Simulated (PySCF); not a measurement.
# Telling isomers of C$_{6}$H$_{8}$N$_{2}$ apart by NMR

PySCF calculation with NMR shieldings at PBE0/pcSseg-1/GIAO, spin–spin couplings from B3LYP/pcJ-1 (spin–dipole term left out of most H,H and C,H couplings) and PBE0-D3(BJ)/def2-SVP geometry; gas phase, non-relativistic Hamiltonian, one conformer, averaged over atoms made equivalent by symmetry, fast rotation or ring inversion.

Referencing at the same level of theory: 1H (σref 31.27), 13C (σref 184.41) vs TMS. Multiplet labels drop J under 1 Hz and among equivalent protons, and merge close values. Unscaled 3J(H,H) run several per cent high. Shifts are as computed. Against solution values, carbons near 30 ppm lie about +2 ppm off and those near 130 ppm about +5 ppm. Of 1211 compounds with measured shifts, 218 miss one by over three times the rms of a fit or turn the order of signals round; such compounds aren't used in these exercises. OH and NH positions are gas-phase values without hydrogen bonding to other molecules.

(1) Tabulate the signals of `CCc1cnccn1`, `CNc1ccncc1` and their relative energies.

(2) What is the quickest way to tell CCc1cnccn1 from CNc1ccncc1?

Results:

(1) 
```tsv
SMILES	carbon types	δC	δH	E rel. (kcal/mol)
CCc1cnccn1	1×C 3×CH 1×CH2 1×CH3	164.3, 149.9, 149.5, 148.2, 31.6, 16.3	8.56 (dd, 1H), 8.50 (d, 1H), 8.47 (d, 1H), 2.62 (q, 2H), 1.40 (t, 3H)	2.7
CNc1ccncc1	1×C 4×CH 1×CH3	155.9, 155.8, 109.3, 29.1	8.34 (d, 2H), 6.15 (d, 2H), 3.15 (br s, 1H), 2.78 (s, 3H)	0.0
```

Energies are electronic energies at PBE0/pcSseg-1 on these geometries, without zero-point or thermal terms, each for the one conformer computed, which needn't be the lowest.

(2) Count the carbon signals: 6 against 4. The first has an sp3 CH2 on an aromatic ring at 31.6 ppm, the second an aromatic CH at 109.3 ppm. Their most deshielded carbons lie at 164.3 and 155.9 ppm.
